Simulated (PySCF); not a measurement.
C3H4O2Si. Atoms are numbered in the order given.

```xyz
10

O      0.3814    -2.2812     0.0000
C      0.1230    -1.1149     0.0000
C     -1.2585    -0.5286     0.0000
C     -1.3406     0.8110     0.0000
Si     0.4224     1.4264     0.0000
O      1.0749    -0.1460     0.0000
H     -2.0997    -1.2275     0.0000
H     -2.2931     1.3456     0.0000
H      0.8424     2.1625    -1.2215
H      0.8424     2.1625     1.2215
```

The structure is a stationary point at PBE0-D3(BJ)/def2-SVP. This is a generated structure with no PubChem entry under its InChIKey; it may be hypothetical.

Computed with TDDFT-M06-2X/def2-SVPD (PySCF).

Vertical excitations. Isolated molecule, no solvent. State labels are in the subgroup Cs.

**Question.** Estimate the UV-visible absorptions. (The exact figures need the calculation; the answer reports its results.)

**Answer.** 
```tsv
state	symmetry	energy (eV)	λ (nm)	f	main pairs
S1	A"	4.66	266	0.000	HOMO→LUMO 87 %
S2	A"	6.29	197	0.003	HOMO−3→LUMO 95 %
S3	A'	6.51	190	0.299	HOMO−1→LUMO 92 %
S4	A'	6.89	180	0.045	HOMO−2→LUMO 93 %
S5	A"	7.35	169	0.001	HOMO−4→LUMO 79 %
S6	A"	7.53	165	0.000	HOMO−1→LUMO+1 82 %
S7	A"	8.00	155	0.001	HOMO→LUMO+6 53 %, HOMO−4→LUMO 14 %
S8	A'	8.03	154	0.080	HOMO→LUMO+1 66 %, HOMO→LUMO+2 25 %
S9	A"	8.04	154	0.001	HOMO−2→LUMO+1 65 %, HOMO−1→LUMO+2 11 %
S10	A"	8.12	153	0.002	HOMO−1→LUMO+2 69 %, HOMO−2→LUMO+1 11 %
T1	A'	4.26	291	0	HOMO−1→LUMO 88 %
T2	A"	4.33	286	0	HOMO→LUMO 85 %
T3	A'	5.64	220	0	HOMO−2→LUMO 69 %
T4	A"	5.91	210	0	HOMO−3→LUMO 95 %
```
Triplets are in the Tamm–Dancoff approximation, which puts them higher than full response would, so one can lie above its singlet here.
